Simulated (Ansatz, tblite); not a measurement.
Forces on CoO3F3H6⁻ (relaxed from a model of mer-[CoF3(H2O)3]-, whose bonding it doesn't keep) at its r2SCAN-D4/def2-SVPD geometry. Total charge -1; quartet.

The xTB rows come from tblite. In the quartet geometry the species has come apart into loosely held pieces.

GFN2-xTB (tblite), largest force 0.52 eV/Å:

```xyz
13
positions Å, forces eV/Å
Co    0.068   -0.098    0.401   -0.221    0.244   -0.279
F     1.459    0.347   -0.834    0.151    0.128    0.084
F    -1.728   -0.361   -0.165   -0.095   -0.234    0.103
F     0.407   -0.038    2.277    0.118   -0.115    0.171
O    -0.629    0.092   -2.733    0.099    0.005    0.491
H     0.218    0.267   -2.284   -0.384   -0.053   -0.324
H    -1.222   -0.095   -1.983    0.225    0.058   -0.463
O     1.404   -1.914    0.476    0.430    0.086    0.060
H     1.582   -1.603    1.380    0.003   -0.151   -0.255
H     1.900   -1.306   -0.113   -0.113   -0.429    0.272
O    -1.005    1.896    1.023   -0.241   -0.262    0.220
H    -0.734    1.494    1.869   -0.173    0.297   -0.275
H    -1.719    1.320    0.687    0.201    0.425    0.197
```

PBE-D4/def2-TZVPD (Ansatz), largest force 0.59 eV/Å:

```
Co -0.036 0.008 0.005
F 0.192 0.046 -0.123
F -0.215 -0.043 -0.038
F 0.054 -0.010 0.230
O -0.120 0.014 -0.569
H 0.319 0.063 0.164
H -0.224 -0.075 0.281
O -0.149 -0.560 -0.111
H 0.058 0.137 0.358
H 0.204 0.262 -0.243
O 0.093 0.563 -0.157
H 0.114 -0.167 0.337
H -0.291 -0.238 -0.136
```

B97M-V/def2-TZVPD (Ansatz), largest force 0.30 eV/Å:

```
Co 0.016 -0.272 -0.013
F 0.029 0.093 -0.051
F -0.023 0.072 0.018
F -0.019 0.051 0.051
O 0.060 -0.007 0.268
H -0.257 -0.045 -0.138
H 0.177 0.057 -0.224
O 0.156 0.201 0.052
H -0.005 -0.057 -0.234
H -0.075 -0.185 0.210
O -0.105 -0.211 0.118
H -0.132 0.117 -0.218
H 0.178 0.187 0.159
```
